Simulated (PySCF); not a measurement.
From one molecule to another.

First species: C3H14Si4.
SMILES: `[SiH3][SiH]([SiH3])[SiH2]CC=C`

Second species: C₇H₁₃P.
SMILES with atom numbers: `[CH2:1]=[CH:2][CH2:3][P:4]([CH3:5])[CH:6]1[CH2:7][CH2:8]1` (hydrogens: H9, H10 on C1; H11 on C2; H12, H13 on C3; H14, H15, H16 on C5; H17 on C6; H18, H19 on C7; H20, H21 on C8)

Levels: PBE0/pcSseg-1 for dipole moment, HOMO energy, LUMO energy and HOMO–LUMO gap; GFN2-xTB for rotational constant A and rotational constant C. Geometries: GFN2-xTB. Each species is one conformer at its optimised geometry, gas phase, non-relativistic unless stated; the electronic structure was computed with PySCF and density fitting.

Dipoles, sizes and rotational constants follow the conformer. The torsions of the flexible species, by atom-mapped SMILES:
- `[CH2:1]=[CH:2][CH2:3][SiH2:4][SiH:5]([SiH3:6])[SiH3:7]`: C1–C2–C3–Si4 -105°, C2–C3–Si4–Si5 178°, C3–Si4–Si5–Si6 61°
- `[CH2:1]=[CH:2][CH2:3][P:4]([CH3:5])[CH:6]1[CH2:7][CH2:8]1`: C1–C2–C3–P4 111°, C2–C3–P4–C5 -73°, C3–P4–C6–C7 -94°

Problem. Which has the higher rotational constant C?

Solution. The second: 0.808 GHz against 0.484 GHz, a difference of 0.324 GHz.

Problem. Which has the higher dipole moment?

Solution. The second: 1.17 D against 0.19 D, a difference of 0.98 D.

Problem. Which has the higher LUMO energy?

Solution. The second: 0.29 eV against -0.51 eV, a difference of 0.80 eV.

Problem. Which has the higher HOMO–LUMO gap?

Solution. The second: 6.92 eV against 6.58 eV, a difference of 0.34 eV.

Problem. Which of the two has the higher HOMO energy, and by how much?

Solution. The second: -6.63 eV against -7.09 eV, a difference of 0.46 eV.

Problem. Which of the two has the higher rotational constant A, and by how much?

Solution. The second: 3.821 GHz against 1.419 GHz, a difference of 2.402 GHz.

On the first: The dipole equals about 0.6 × 10⁻³⁰ C·m (1 D = 3.33564 × 10⁻³⁰ C·m). A dipole of 0.19 D is allowed in C1, and pure rotational transitions are dipole-allowed.

On the second: In atomic units the dipole is 0.46 e·bohr (1 au = 2.5417 D).
